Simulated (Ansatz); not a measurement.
This geometry of BH5MgSn (8 atoms, charge 0, multiplicity 1) is a first-order saddle point.

These are results of Ansatz, RKS BHLYP/def2-SVP, not measurements.

```xyz
8
Properties=species:S:1:pos:R:3
B -1.023 1.141 -1.132
Sn 0.428 0.339 0.426
Mg 0.667 -2.383 0.837
H -1.129 2.325 -1.293
H -1.702 0.426 -1.816
H 0.005 1.158 1.885
H 1.948 1.045 0.013
H 0.807 -4.052 1.081
```

Question: Which two structures does it join? (They come from a converged band through this point; their orientation in space is the band's.)

Answer: No bond is made or broken. The dihedral H4–B1–Sn2–Mg3 goes from 88 to -87°. The two ends are copies of one structure, up to a mirror image or an exchange of like atoms.

Image 0:

```xyz
8
Properties=species:S:1:pos:R:3
B -1.102 1.093 -1.016
Sn 0.603 0.445 0.283
Mg 0.500 -2.253 0.924
H -2.140 1.452 -0.536
H -1.032 1.009 -2.210
H 0.628 1.368 1.733
H 2.099 0.782 -0.494
H 0.444 -3.897 1.317
```

Image 6:

```xyz
8
Properties=species:S:1:pos:R:3
B -1.102 1.092 -1.016
Sn 0.604 0.446 0.283
Mg 0.500 -2.251 0.922
H -1.033 1.007 -2.210
H -2.141 1.448 -0.535
H 0.629 1.368 1.733
H 2.101 0.784 -0.493
H 0.441 -3.895 1.315
```

Question: How far does it lie above each of them?

Answer: 0.119 eV above the first and 0.119 eV above the second. This is the barrier of this one path; another mechanism may lie lower.

Time of the run: 3.2 min on 1 thread of Intel(R) Xeon(R) Platinum 8488C (Sapphire Rapids) (shared host), peak memory 0.19 GiB.
